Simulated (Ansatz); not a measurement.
NbS₄. Total charge 0; doublet. Geometry PBE0-D4/def2-SVP.

```
atom    x (Å)    y (Å)    z (Å)
 Nb1  -0.2261  -0.7607  -0.4825
  S2   1.1304  -0.3253   1.4083
  S3  -1.1102   1.4284  -0.3066
  S4   0.9566  -0.9794  -2.2514
  S5  -0.7507   0.6370   1.6322
```

In the def2 sets Nb takes a core potential; there is no spin–orbit coupling. The structure comes from a short search, and lower isomers may exist.

(1) Estimate the α-spin orbital energies around the gap (eV) in Ansatz with PBE-D4/def2-SVP, PBE-D4/def2-TZVPD, r2SCAN-D4/def2-TZVP, PBE0-D4/def2-SVP, PBE0-D4/def2-TZVP.

## Answers

(1) 
```
orbital  PBE-D4/def2-SVP  PBE-D4/def2-TZVPD  r2SCAN-D4/def2-TZVP  PBE0-D4/def2-SVP  PBE0-D4/def2-TZVP
 HOMO−9           -10.53             -10.41               -10.79            -11.93             -11.75
 HOMO−8            -9.80              -9.70               -10.10            -11.31             -11.14
 HOMO−7            -8.64              -8.57                -8.90             -9.94              -9.80
 HOMO−6            -8.13              -8.06                -8.37             -9.39              -9.25
 HOMO−5            -7.54              -7.50                -7.77             -8.75              -8.64
 HOMO−4            -7.41              -7.38                -7.61             -8.54              -8.44
 HOMO−3            -7.01              -6.98                -7.21             -8.16              -8.05
 HOMO−2            -6.86              -6.84                -7.07             -7.94              -7.86
 HOMO−1            -6.44              -6.39                -6.64             -7.65              -7.52
   HOMO            -4.71              -4.71                -5.09             -6.03              -5.95
   LUMO            -3.77              -3.82                -3.72             -2.98              -2.96
 LUMO+1            -3.57              -3.61                -3.55             -2.90              -2.87
 LUMO+2            -3.36              -3.40                -3.32             -2.56              -2.53
 LUMO+3            -3.03              -3.06                -2.96             -2.25              -2.22
 LUMO+4            -2.15              -2.24                -2.11             -1.49              -1.49
 LUMO+5            -1.88              -2.03                -1.81             -1.00              -1.04
 β HOMO            -6.31              -6.27                -6.46             -7.41              -7.30
 β LUMO            -3.66              -3.67                -3.48             -2.80              -2.75
```
